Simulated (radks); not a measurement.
The numbers below are computed, except where a source is named.
Yb, 70 electrons, occupied as [Xe] 4f13 6s1.5 6p1.5 (fractional occupations, a model configuration).

Code: a radial shooting solver on a logarithmic mesh with Libxc functionals. Model: non-relativistic Kohn-Sham, PBE, spin-polarised, spherical densities, point nucleus; open shells are filled with parallel spins first (spin-orbit coupling, left out, can overturn this in heavy ions); relativity is left out, which matters for an element this heavy.

Energy parts (eV):
total: -364492.42
kinetic: 364392.06
electron-nucleus: -867240.86
Hartree: 145952.28
exchange-correlation: -7595.90

Orbitals (lengths in bohr, moments of r in powers of bohr; r(max) is where P^2 peaks):
orbital,occ.,eigenvalue (eV),<1/r>,<r^4>,r(max)
1s up,1,-56767.48,69.46,9.900e-07,0.01436
1s down,1,-56767.47,69.46,9.900e-07,0.01436
2s up,1,-9215.258,16.24,0.0001635,0.07840
2s down,1,-9215.229,16.24,0.0001635,0.07840
2p up,3,-8809.044,16.27,0.0001034,0.06093
2p down,3,-8809.022,16.27,0.0001034,0.06093
3s up,1,-2068.927,6.200,0.005843,0.2164
3s down,1,-2068.322,6.201,0.005840,0.2164
3p up,3,-1883.493,6.146,0.005263,0.2043
3p down,3,-1882.944,6.147,0.005259,0.2043
3d up,5,-1537.960,6.061,0.003656,0.1619
3d down,5,-1537.567,6.061,0.003653,0.1619
4s up,1,-403.6552,2.655,0.1417,0.4900
4s down,1,-402.6952,2.654,0.1418,0.4900
4p up,3,-328.2167,2.560,0.1596,0.4924
4p down,3,-327.2602,2.560,0.1597,0.4925
4d up,5,-191.9680,2.354,0.2163,0.4927
4d down,5,-191.0166,2.353,0.2168,0.4927
5s up,1,-54.0147,1.013,5.231,1.153
5s down,1,-53.5901,1.011,5.263,1.155
5p up,3,-33.6115,0.8953,8.899,1.256
5p down,3,-33.2513,0.8932,8.898,1.259
4f up,7,-19.5399,1.843,1.123,0.4723
4f down,6,-18.6503,1.838,1.154,0.4727
6s up,1,-5.9931,0.3337,369.3,3.272
6s down,0.5,-4.9866,0.3415,365.5,3.163
6p up,1.5,-2.9083,0.2653,964.0,3.999
6p down,0,-1.8279,0.2608,1178,3.992

The highest occupied level is 6p up at -2.908 eV. Summed over all electrons, <r^2> = 93.99 bohr^2, which gives a Langevin (diamagnetic) susceptibility term of -74.4 x 10^-6 cm^3/mol. The electron density at the nucleus is 2.45e+05 e/bohr^3. Spin moment in Bohr magnetons: 3.
